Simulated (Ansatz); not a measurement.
Job for Ansatz (a first-principles code): R-r2SCAN/def2-TZVPP on COS (SMILES O=C=S).

Ansatz 0.2 input:
```yaml
crystal:
  periodic: [false, false, false]
  atoms:
    - {symbol: O, position_ang: [-0.00000000, 0.00000000, -1.29104098]}
    - {symbol: C, position_ang: [0.00000000, -0.00000000, -0.13559219]}
    - {symbol: S, position_ang: [-0.00000000, 0.00000000, 1.42653318]}
basis:
  gaussian:
    orbitals: def2-TZVPP
hamiltonian:
  xc: {name: r2SCAN}
scf: {lower_state_search: off}
```

The log:

```
WARN ansatz: RAYON_NUM_THREADS=1 ignored (pool sized by the plan → 1); use --threads N
Functional definition: r2SCAN
these checks for a lower state are left out or cut short: stability, starts, cluster_reference, orbital_swaps, neighbouring_geometries, increment
integrals: 0.03 GiB planned
615 factors; their error is unknown
mean field: 0.23 GiB planned
mean field evaluation 1: about -13913.8728 eV, gradient 5.2e1 eV
mean field evaluation 2: about -13879.1520 eV, gradient 1.3e2 eV
mean field evaluation 4: about -13918.5121 eV, gradient 1.7e1 eV
mean field evaluation 8: about -13919.2082 eV, gradient 1.6e-1 eV
mean field evaluation 16: about -13919.2035 eV, gradient 1.5e-5 eV
mean field -13919.20352204 eV, -511.5212946599 hartree, gradient 1.8e-6 eV, S^2 0.000000; 0 other end points of the search recorded, 0 dependent functions left out
reference -13919.20352844 eV, -511.5212948952 hartree; 15, 15 occupied and 89, 89 virtual orbitals, 615 factors
Total energy: -13919.20352844 eV, -511.5212948952 hartree
Checks for a lower state left out: stability, starts, cluster_reference, orbital_swaps, neighbouring_geometries, increment
```

The calculation finished and met its thresholds.

Cost: very roughly 1.7 core-seconds.
